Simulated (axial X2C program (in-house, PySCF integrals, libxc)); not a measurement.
Which molecule has these constants?

All values come from calculations with an axial X2C code built on PySCF integrals, spin-free (one-electron X2C) or two-component (2c: spin–orbit coupling with atomic mean-field Coulomb and Gaunt terms, which also bring small scalar terms), in Dyall basis sets with cores contracted in-house; open shells are unrestricted.

A two-component CCSD(T) calculation in a Dyall 3-zeta basis gave Re = 1.850 Å, ωe = 860.5 cm⁻¹, De = 3.28 eV, Ω = 3/2.

Which molecule is it?
A. BeS⁺
B. BeO⁺
C. BeSe⁺

A. The others have BeO⁺ 1.428 Å and 1258.1 cm⁻¹ (Ω = 3/2); BeSe⁺ 1.979 Å and 727.9 cm⁻¹ (Ω = 3/2).

Frozen shells (counts by l): BeS⁺ S 2s1p, Be 1s, 7 electrons correlated; BeO⁺ O 1s, Be 1s, 7 electrons correlated; BeSe⁺ Se 3s2p1d, Be 1s, 7 electrons correlated. Coupled cluster in natural virtuals with an MP2 remainder. Where the outer core of a metal is frozen, bonds come out longer and ionisation energies lower.

Each entry is the lowest single determinant of a limited PBE0 search at one distance. De goes to single-determinant-based atoms at the same level (for ions the charge split of lowest energy) and is withheld (n/a) where an atom does not fit its ground term or J level. Main or longest-lived isotopes. One determinant is a doubtful description, or other states lie close, for BeSe⁺; these need not be ground states, and all values refer to the states named.
